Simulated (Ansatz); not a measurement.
Species: CH3BN2, SMILES `C=NB=N` (charge 0, multiplicity 1).

Q: Give a relaxed geometry from Ansatz (a quantum-chemistry and plane-wave program) with r2SCAN-D4/def2-TZVP.

A: Several could match; the one computed here: the end point of this relaxation, one of several conformers (outside a Z-matrix the atoms follow the SMILES, hydrogens last).
Cartesian coordinates (Å) in one orientation:
```xyz
7

C     -1.476    -0.048     0.208
N     -0.579    -0.112    -0.681
B      0.805    -0.007    -0.550
N      2.051     0.057    -0.654
H     -1.274     0.109     1.276
H     -2.526    -0.153    -0.078
H      2.999     0.154    -0.378
```
